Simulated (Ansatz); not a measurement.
The cluster Al4O6. Charge 0, multiplicity 1. Geometry r2SCAN-D4/def2-SVP.

Cartesian coordinates in Å:
```
Al 0.104 -0.170 -1.864
Al -0.525 -1.236 0.543
Al -0.756 1.645 -0.101
Al 1.643 0.502 0.209
O -0.534 -1.609 -1.169
O 1.752 0.244 -1.512
O 0.796 1.967 0.600
O 1.089 -0.866 1.081
O -1.742 0.297 0.554
O -1.828 -0.774 1.660
```

The structure holds one bond between oxygen atoms, so isomers without such links may lie far lower. The restricted singlet is unstable towards broken spin symmetry in Hartree–Fock (as tested in another run); at PBE-D4/def2-TZVP, r2SCAN-D4/def2-TZVP, PBE0-D4/def2-TZVP, CAM-B3LYP-D4/def2-TZVP and others this wasn't settled. Another isomer (singlet) lies 5.69 eV lower at PBE0-D4/def2-TZVP; other spin states weren't run for this one.

Estimate the orbital energies around the gap (eV) in Ansatz with PBE-D4/def2-TZVP, r2SCAN-D4/def2-TZVP, PBE0-D4/def2-TZVP, CAM-B3LYP-D4/def2-TZVP, ωB97M-V/def2-TZVP.


```json
{"orbital": "HOMO−5", "PBE-D4/def2-TZVP": "-7.47", "r2SCAN-D4/def2-TZVP": "-7.79", "PBE0-D4/def2-TZVP": "-9.01", "CAM-B3LYP-D4/def2-TZVP": "-10.49", "ωB97M-V/def2-TZVP": "-11.42"}
{"orbital": "HOMO−4", "PBE-D4/def2-TZVP": "-7.14", "r2SCAN-D4/def2-TZVP": "-7.46", "PBE0-D4/def2-TZVP": "-8.72", "CAM-B3LYP-D4/def2-TZVP": "-10.22", "ωB97M-V/def2-TZVP": "-11.16"}
{"orbital": "HOMO−3", "PBE-D4/def2-TZVP": "-6.95", "r2SCAN-D4/def2-TZVP": "-7.26", "PBE0-D4/def2-TZVP": "-8.51", "CAM-B3LYP-D4/def2-TZVP": "-9.99", "ωB97M-V/def2-TZVP": "-10.95"}
{"orbital": "HOMO−2", "PBE-D4/def2-TZVP": "-6.78", "r2SCAN-D4/def2-TZVP": "-7.08", "PBE0-D4/def2-TZVP": "-8.33", "CAM-B3LYP-D4/def2-TZVP": "-9.81", "ωB97M-V/def2-TZVP": "-10.76"}
{"orbital": "HOMO−1", "PBE-D4/def2-TZVP": "-6.11", "r2SCAN-D4/def2-TZVP": "-6.35", "PBE0-D4/def2-TZVP": "-7.74", "CAM-B3LYP-D4/def2-TZVP": "-9.28", "ωB97M-V/def2-TZVP": "-10.25"}
{"orbital": "HOMO", "PBE-D4/def2-TZVP": "-6.00", "r2SCAN-D4/def2-TZVP": "-6.17", "PBE0-D4/def2-TZVP": "-6.90", "CAM-B3LYP-D4/def2-TZVP": "-8.05", "ωB97M-V/def2-TZVP": "-8.70"}
{"orbital": "LUMO", "PBE-D4/def2-TZVP": "-4.27", "r2SCAN-D4/def2-TZVP": "-4.09", "PBE0-D4/def2-TZVP": "-3.56", "CAM-B3LYP-D4/def2-TZVP": "-2.69", "ωB97M-V/def2-TZVP": "-1.92"}
{"orbital": "LUMO+1", "PBE-D4/def2-TZVP": "-3.13", "r2SCAN-D4/def2-TZVP": "-2.81", "PBE0-D4/def2-TZVP": "-2.29", "CAM-B3LYP-D4/def2-TZVP": "-1.38", "ωB97M-V/def2-TZVP": "-0.59"}
{"orbital": "LUMO+2", "PBE-D4/def2-TZVP": "-2.66", "r2SCAN-D4/def2-TZVP": "-2.39", "PBE0-D4/def2-TZVP": "-1.83", "CAM-B3LYP-D4/def2-TZVP": "-0.86", "ωB97M-V/def2-TZVP": "-0.12"}
{"orbital": "LUMO+3", "PBE-D4/def2-TZVP": "-2.44", "r2SCAN-D4/def2-TZVP": "-2.10", "PBE0-D4/def2-TZVP": "-1.17", "CAM-B3LYP-D4/def2-TZVP": "-0.15", "ωB97M-V/def2-TZVP": "0.62"}
{"orbital": "LUMO+4", "PBE-D4/def2-TZVP": "-1.43", "r2SCAN-D4/def2-TZVP": "-0.98", "PBE0-D4/def2-TZVP": "-0.51", "CAM-B3LYP-D4/def2-TZVP": "0.44", "ωB97M-V/def2-TZVP": "1.20"}
{"orbital": "LUMO+5", "PBE-D4/def2-TZVP": "-0.83", "r2SCAN-D4/def2-TZVP": "-0.43", "PBE0-D4/def2-TZVP": "0.04", "CAM-B3LYP-D4/def2-TZVP": "1.05", "ωB97M-V/def2-TZVP": "1.70"}
```
